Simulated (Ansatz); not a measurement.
AlH₂I, relaxed as a singlet with RKS PBE-D4/def2-TZVP in Ansatz, starting from the GFN2-xTB geometry. Force threshold 0.02 eV/Å.

In the def2 sets I takes a core potential; there is no spin–orbit coupling.

Start:

Cartesian coordinates in Å:
```
Al 0.127 -0.154 -0.096
H -0.259 -0.811 -1.429
H 1.457 -0.607 0.525
I -1.325 1.572 1.000
```

```json
{"step": "1", "energy (eV)": "-14727.5777", "largest force component (eV/Å)": "0.783", "SCF passes": "23"}
{"step": "2", "energy (eV)": "-14727.6450", "largest force component (eV/Å)": "0.162", "SCF passes": "27"}
{"step": "3", "energy (eV)": "-14727.6483", "largest force component (eV/Å)": "0.015", "SCF passes": "27"}
```

Force components are those of the run's own axes.

End:

Cartesian coordinates in Å:
```
Al 0.1465 -0.1737 -0.1105
H -0.3486 -0.7916 -1.4859
H 1.4990 -0.5720 0.6181
I -1.2969 1.5374 0.9784
```

By distances, no bond broke or formed. The bond that changes most is Al1–H3, from 1.54 to 1.59 Å (atoms count from 1).

No frequencies were taken in this run, so the end may be a saddle point.

It took 2.1 s on 4 threads of Arm Neoverse V2 on a shared host.
